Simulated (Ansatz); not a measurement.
Geometry optimisation, Ansatz, RKS PBE0/def2-SVP.

The input (input.yaml):

```yaml
crystal:
  periodic: [false, false, false]
  atoms:
    - { symbol: F, position_ang: [-1.1857, -0.2607, 1.3781] }
    - { symbol: In, position_ang: [-0.0584, -0.2642, -0.4425] }
    - { symbol: F, position_ang: [1.7967, -0.7484, 0.3817] }
    - { symbol: F, position_ang: [-0.4972, 1.213, -1.3376] }
basis:
  gaussian: { orbitals: def2-SVP }
hamiltonian:
  xc: pbe0
relax:
  f_tol: 0.015
  max_steps: 40
output:
  orbitals: {}
```

Launched with:

```bash
$ ansatz run input.yaml --threads 1 --pin off --max-ram 2048MiB --backend cpu --events-out ev --progress --plain --runs-dir out
```

Where does it end, and by what steps?

The run converged. After 3 steps the energy has fallen by 1.541 eV; In2 moved furthest, 0.50 Å.

```csv
step,energy less start (eV),largest force component (eV/Å),accepted
0,0.0000,7.268,yes
1,-1.2116,1.731,yes
2,-1.4784,0.386,yes
3,-1.5413,0.015,yes
```

```xyz
4
Properties=species:S:1:pos:R:3
F -1.313 -0.379 1.349
In 0.015 -0.016 -0.010
F 1.783 -0.787 0.152
F -0.430 1.122 -1.511
```

Time of the run: 12 s on 1 thread of Arm Neoverse V1, with other jobs on the host, peak memory 0.14 GiB.
